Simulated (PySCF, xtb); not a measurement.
Al(Me)(OH) (CH4AlO), SMILES [CH3][Al][OH], multiplicity 2. The values are those of a single conformer.

Harmonic wavenumbers (cm⁻¹) from GFN2-xTB (xtb) at its own minimum, in rising order: 73, 108, 471, 493, 512, 528, 540, 867, 1265, 1451, 1455, 2941, 2946, 2947, 3691.

Problem. What does PBE0-D3(BJ)/def2-TZVP (PySCF) give at its own minimum? (Estimate from the structure and the level; the computed values follow.)

Solution. 28, 190, 355, 576, 582, 612, 693, 833, 1180, 1428, 1439, 3036, 3119, 3149, 3957. Paired by order, the mean absolute difference is 102 cm⁻¹ and the zero-point energies are 29.0 and 30.3 kcal/mol.
